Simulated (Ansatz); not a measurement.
Basis sets compared for Ir(PH3)2H5 (P2IrH11). The state is a singlet with charge 0. Geometry PBE-D4/def2-SVP. Ansatz on 2 threads of Arm Neoverse V1 on a shared host; times are rough, and most runs start from earlier orbitals.

Cartesian coordinates in Å:
```
Ir 0.001 0.001 0.000
P 1.291 -1.775 -0.672
H 1.874 -1.762 -1.977
H 0.709 -3.080 -0.723
H 2.467 -2.107 0.071
P -1.292 1.775 0.672
H -1.934 1.728 1.949
H -2.427 2.147 -0.112
H -0.696 3.069 0.794
H 1.181 1.034 -0.519
H 1.021 0.291 1.266
H -0.520 -0.891 1.289
H -1.365 -0.809 -0.459
H -0.310 0.379 -1.578
```

In the def2 sets Ir takes a core potential; there is no spin–orbit coupling.

Binding counts from free atoms (Ir quartet, P quartet, H doublet) in the same basis, without a counterpoise term.

```csv
level,functions,energy (Eh),HOMO (eV),LUMO (eV),binding per atom (eV),wall time
PBE-D4/def2-SVP,123,-793.1770,-6.28,-1.19,2.82,2.5 s
PBE-D4/def2-TZVP,180,-793.4576,-6.44,-1.35,2.88,3.5 s
r2SCAN-D4/def2-TZVP,180,-793.7361,-6.73,-1.05,2.88,8 s
PBE0-D4/def2-SVP,123,-793.1848,-7.38,-0.31,2.75,3.1 s
PBE0-D4/def2-TZVP,180,-793.4637,-7.54,-0.47,2.83,4.4 s
```

(1) Estimate the rows for PBE-D4/def2-TZVPD, r2SCAN-D4/def2-TZVPD, PBE0-D4/def2-TZVPD.

## Answers

(1) 
| level | functions | energy (Eh) | HOMO (eV) | LUMO (eV) | binding per atom (eV) | wall time |
| --- | --- | --- | --- | --- | --- | --- |
| PBE-D4/def2-TZVPD | 228 | -793.4600 | -6.42 | -1.49 | 2.88 | 6 s |
| r2SCAN-D4/def2-TZVPD | 228 | -793.7387 | -6.70 | -1.10 | 2.88 | 10 s |
| PBE0-D4/def2-TZVPD | 228 | -793.4665 | -7.52 | -0.67 | 2.83 | 7.5 s |
